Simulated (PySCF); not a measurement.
Species: C2H6GeOS.
Bonds: C1–C2, C2–O3 (double), C2–Ge4, Ge4–S5. Hydrogens: H6, H7, H8 on C1; H9, H10 on Ge4; H11 on S5.

Method: PBE0-D3(BJ)/def2-SVP geometry optimisation, gas phase (PySCF 2.14.0).

Task: List the bond lengths, angles and torsions at this level.

Result: 
```
               bond  length (pm)   order
              C1–C2        150.1  single
              C2=O3        120.6  double
             C2–Ge4        202.5  single
             Ge4–S5        221.0  single
C1–H6, C1–H7, C1–H8        110.1  single
    Ge4–H9, Ge4–H10        154.2  single
             S5–H11        136.2  single
```

Bonds in one row agree within 1 pm and their mean is given. Orders are formal, as drawn. A selection of angles:
```
     angle  degrees
  C2–C1–H6    109.6
  H6–C1–H7    106.8
  H6–C1–H8    110.1
  C1–C2–O3    122.8
 C1–C2–Ge4    118.7
 O3–C2–Ge4    118.5
 C2–Ge4–S5    102.2
 C2–Ge4–H9    110.3
 S5–Ge4–H9    112.7
H9–Ge4–H10    108.7
Ge4–S5–H11     88.0
```

Dihedral angles: C1–C2–Ge4–S5 180° (antiperiplanar); H11–S5–Ge4–C2 0° (synperiplanar).

The 5 heavy atoms lie in one plane (0.000 Å rms). Of the pairs four or more bonds apart, O3···H11 is among the closest relative to their van der Waals radii: 2.19 Å, 80 % of the sum of Bondi's values. Ge4 (germanium bonded to C, S and 2 H) is distorted tetrahedral (angles from 102.2° to 112.7°).

Point group: Cs (tolerance 0.08 Å). No frequency check. The numbers are those of one conformer (C1–C2–Ge4–S5 180°, C2–Ge4–S5–H 0°).

Hardware: one thread, Arm Neoverse V2 (aarch64), no GPU, shared host. Cost: 34 s of wall time, 0.52 GiB resident at most. This is the geometry optimisation.
